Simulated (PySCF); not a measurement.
Delta-SCF ions had no search for a lower state. Excitations are Tamm–Dancoff values on a coarser integration grid. The basis has no diffuse functions, so Rydberg states are missing or too high.

## boron nitride flake of 4 rings (pyrene shape) `B1NB2NBN3BNBN4BNB(N1)N2B34` (charge 0, multiplicity 1)

All values below come from PBE0-D3(BJ)/def2-SVP (PySCF).

```
Quantity                                                       Value
-------------------------------------------  -----------------------
HOMO                                                        -7.23 eV
dipole moment                                              0.398 e·Å
LUMO                                                        -0.02 eV
HOMO–LUMO gap                                                7.21 eV
S1 excitation (TDA)                                          6.29 eV
S1 oscillator strength                                         0.000
brightest of the four lowest singlets (TDA)                  6.47 eV
T1 excitation (TDA)                                          5.87 eV
S1–T1 gap (TDA)                                              0.42 eV
vertical ionisation energy (Delta-SCF)                       8.75 eV
total energy                                            -642.4376 Ha
cost                                         roughly 25 core-minutes
```

```xyz
26

B     -0.0007    -3.6265     0.0024
N     -1.2195    -2.8902     0.0014
B     -1.2514    -1.4566     0.0005
N     -2.4747    -0.7038    -0.0005
B     -2.5039     0.7134    -0.0014
N     -1.2567     1.4393    -0.0015
B     -1.2511     2.8778    -0.0027
N      0.0007     3.5563    -0.0029
B      1.2523     2.8773    -0.0017
N      1.2573     1.4388    -0.0004
B      2.5042     0.7124     0.0008
N      2.4744    -0.7048     0.0019
B      1.2508    -1.4571     0.0017
N      1.2183    -2.8907     0.0026
N     -0.0002    -0.7303     0.0007
B      0.0001     0.7122    -0.0004
H     -0.0010    -4.8363     0.0031
H     -2.0889    -3.4069     0.0013
H     -3.3597    -1.1938    -0.0005
H     -3.5590     1.3031    -0.0023
H     -2.2870     3.5004    -0.0034
H      0.0009     4.5676    -0.0038
H      2.2884     3.4994    -0.0017
H      3.5596     1.3017     0.0009
H      3.3592    -1.1951     0.0027
H      2.0875    -3.4077     0.0033
```
Charge 0, spin multiplicity 1.
